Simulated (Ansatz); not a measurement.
`CN[AsH]C` → `C[AsH]`• + `C[NH]`•  (homolysis of the As–N bond)

Gas-phase electronic energies from Ansatz, PBE0-D4/def2-TZVP geometries. CCSD(T)/CBS is the MP2 limit (def2-TZVPP, def2-QZVPP) plus CCSD(T) − MP2 in def2-TZVPP, frozen cores. Functionals use def2-TZVPP. B3LYP here is the variant with VWN-RPA as its local correlation; programs differ in this. No spin–orbit coupling; open shells (•) take unrestricted orbitals. For As outer-core shells are correlated without core-valence functions, which leaves a few kJ/mol of doubt a bond. Scalar relativity is left out up to krypton. One conformer a species, not always the lowest.

`CN[AsH]C`:

Z-matrix (Å, degrees):
```
C
N 1 1.450
H 1 1.094 2 109.8
H 1 1.100 2 114.7 3 121.6
H 1 1.093 2 109.3 3 -117.5
As 2 1.851 1 116.2 3 168.4
H 2 1.012 1 111.3 3 -61.0
C 6 1.958 2 96.4 1 -175.5
H 6 1.543 2 100.7 1 88.8
H 8 1.091 6 109.0 2 -168.9
H 8 1.090 6 111.6 2 -48.2
H 8 1.090 6 108.4 2 72.4
```

`C[AsH]`•:

Z-matrix (Å, degrees):
```
C
As 1 1.967
H 1 1.091 2 110.4
H 1 1.091 2 110.3 3 -120.1
H 1 1.090 2 109.1 3 120.0
H 2 1.530 1 94.2 3 59.8
```

`C[NH]`•:

Z-matrix (Å, degrees):
```
C
N 1 1.430
H 1 1.101 2 111.7
H 1 1.101 2 111.4 3 -117.9
H 1 1.091 2 110.8 3 121.2
H 2 1.025 1 106.9 3 58.2
```

| level | ΔE (kJ/mol) |
| --- | --- |
| PBE | 261.2 |
| PBE0 | 255.7 |
| B3LYP | 241.3 |
| CCSD(T)/def2-TZVPP | 272.3 |

Problem. What does CCSD(T)/CBS give? (Estimate.)

Solution. Computed: +283.0 kJ/mol. The listed levels differ from it by -21.8, -27.3, -41.7, -10.7 kJ/mol.

Largest T1 diagnostic among the species: 0.013.

From PBE to PBE0 (25 % exact exchange), in def2-TZVPP and without D4, ΔE moves by −5.5 kJ/mol: exact exchange takes away binding that semilocal exchange gives to molecules. The D4 term adds +16.1 kJ/mol with B3LYP and +8.7 kJ/mol with PBE0; it sums over pairs of atoms, weighted by their polarisabilities, and B3LYP, whose exchange is more repulsive, gets the larger term. In def2-TZVPP, CCSD(T) changes the Hartree–Fock value by +133.6 kJ/mol (the triples alone add +12.9 kJ/mol) and MP2 by +163.6 kJ/mol; breaking electron pairs costs correlation energy, which Hartree–Fock lacks.
